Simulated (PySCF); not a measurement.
# Correlation energy of F⁺ (fluorine, charge +1)

[He] 2s2 2p4, high-spin 3P determinant. Computed with PySCF 2.14 in x2c-QZVPPall with one added diffuse shell each of s, p, d, f type (8s5p4d3f1g, 73 functions), with scalar relativity by spin-free X2C-1e. Frozen: nothing; 8 electrons correlated.

| level | correlation energy (mhartree) |
| --- | --- |
| CCSD | -197.51 |
| (T) | -2.64 |
| CCSD(T) | -200.15 |

Diagnostics: T1 = 0.0034, D1 = 0.0085, largest double amplitude 0.023.

Cost of the coupled-cluster step: about 26 core-seconds, for 8 correlated electrons.

Iterations:

```
CC2 = 0
CCSD nocc = (np.int64(5), np.int64(3)), nmo = (73, 73)
frozen orbitals [[], []]
max_cycle = 100
direct = 0
conv_tol = 1e-08
conv_tol_normt = 1e-06
diis_space = 8
diis_start_cycle = 0
Init t2, MP2 energy = -0.182750275658255
Init E_corr(UCCSD) = -0.182750275660524
cycle = 1  E_corr(UCCSD) = -0.194609664638951  dE = -0.011859389  norm(t1,t2) = 0.0202439
cycle = 2  E_corr(UCCSD) = -0.196701371028572  dE = -0.00209170639  norm(t1,t2) = 0.0066074
cycle = 3  E_corr(UCCSD) = -0.197542705975109  dE = -0.000841334947  norm(t1,t2) = 0.00284438
cycle = 4  E_corr(UCCSD) = -0.197498913836891  dE = 4.37921382e-05  norm(t1,t2) = 0.000653046
cycle = 5  E_corr(UCCSD) = -0.197501409781233  dE = -2.49594434e-06  norm(t1,t2) = 0.000168551
cycle = 6  E_corr(UCCSD) = -0.197506463080361  dE = -5.05329913e-06  norm(t1,t2) = 4.77169e-05
cycle = 7  E_corr(UCCSD) = -0.197505866836924  dE = 5.96243437e-07  norm(t1,t2) = 1.03373e-05
cycle = 8  E_corr(UCCSD) = -0.197505747938891  dE = 1.18898033e-07  norm(t1,t2) = 2.30007e-06
cycle = 9  E_corr(UCCSD) = -0.197505775465614  dE = -2.75267231e-08  norm(t1,t2) = 6.22271e-07
cycle = 10  E_corr(UCCSD) = -0.197505778133144  dE = -2.66753025e-09  norm(t1,t2) = 1.14367e-07
UCCSD converged
E(UCCSD) = -99.12601273251093  E_corr = -0.1975057781331439
UCCSD(T) correction = -0.00264323932351643
```

This basis was not built for core-valence correlation, so the inner-shell part is incomplete.
